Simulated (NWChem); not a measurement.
SiN, doublet; SMILES N#[Si]

```xyz
2

Si     0.0000     0.0000    -0.5264
N      0.0000     0.0000     1.0485
```
Atoms are numbered in this order, from 1.

Results from NWChem. Spin-unrestricted. All runs use the structure optimised with PBE0/def2-SVP, spin-unrestricted. No stability test was run on the SCF state. Vertical excitations in the gas phase; the lowest state need not have the same character in each row. Excited states of an open shell can be spin-contaminated.

For level LDA (Slater exchange, VWN5)/def2-SVP, TDA:

```
Item                                                         Value
-----------------------------------------------------------  -----
lowest excitation (eV)                                        0.56
lowest empty minus highest occupied level, either spin (eV)   0.55
```

What are these values for level B3LYP/def2-SVP, TDA?


| Item | Result |
|---|---|
| lowest excitation (eV) | 0.38 |
| lowest empty minus highest occupied level, either spin (eV) | 2.70 |
